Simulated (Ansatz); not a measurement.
System: sum formula SiN2H4F2, net charge 0, singlet state. 
Coordinates optimised at B3LYP-D3(BJ)/def2-TZVP (Ansatz, a program for electronic structure):
SMILES: N[Si](N)(F)F
```xyz
9

Si    -0.0012    -0.0081    -0.0030
F      0.3503    -0.5884    -1.4490
F     -0.6248    -1.2597     0.7691
N     -1.1963     1.1814     0.0597
N      1.4596     0.5910     0.5924
H     -2.1730     0.9472     0.1243
H     -1.0427     2.1072    -0.3029
H      1.5152     1.0739     1.4733
H      2.3450     0.2109     0.3017
```
Charge 0, spin multiplicity 1.

Parts of the frozen-core correlation energy in cc-pwCVTZ (Ansatz, hartree). Frozen orbitals: 9; correlated occupied orbitals by spin: 16 and 16; virtual: 262 and 262. No spin-orbit coupling. Non-relativistic.

```tsv
term	value
reference (HF)	-599.41740
MP2 opposite-spin	(withheld)
MP2 same-spin	-0.27029
CCSD correlation	(withheld)
(T)	(withheld)
T1 diagnostic	0.010
largest doubles amplitude	0.014
```

Question: What belongs in the gaps?

Answer: 
- MP2 opposite-spin, value: -0.79690
- CCSD correlation, value: -1.08139
- (T), value: -0.03604
